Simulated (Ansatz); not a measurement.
The lowest singlet and triplet of AsH (SMILES [AsH]); geometries from B3LYP-D3(BJ)/def2-TZVP, each state relaxed from the structure named, with no frequency check, low spin by broken symmetry.
Singlet at the triplet's geometry (charge 0, multiplicity 1):
```xyz
2

As     0.00000     0.00000    -0.04516
H      0.00000     0.00000     1.49036
```

A positive gap puts the triplet lower; no zero-point energy. R- takes a restricted singlet, here one determinant of a half-filled degenerate or near-degenerate pair, which mixes singlet states. The triplet is unrestricted in single-reference levels. Active spaces average the two states.

Cores are frozen in the correlated methods. Filled d and f shells under p-block atoms count as core.

The values were computed with Ansatz (a first-principles code) with Gaussian orbitals. Values without a source in brackets are computed.

Task: Give the gap E(singlet) − E(triplet), vertical, at the triplet's geometry at the level SA-CASSCF(6,5)/cc-pVTZ.

Result: 116 kJ/mol

Task: Estimate the gap E(singlet) − E(triplet), vertical, at the triplet's geometry that R-PBE0/def2-TZVPP returns for this input.

Result: 142 kJ/mol

Task: What is the computed gap E(singlet) − E(triplet), vertical, at the triplet's geometry (FIC-MRCISD+Q on SA-CASSCF(6,5)/cc-pVTZ)?

Result: 92 kJ/mol

Doubts at one or more of the structures used: a restricted determinant that unrestricted orbitals would lower (R-PBE0/def2-TZVPP).
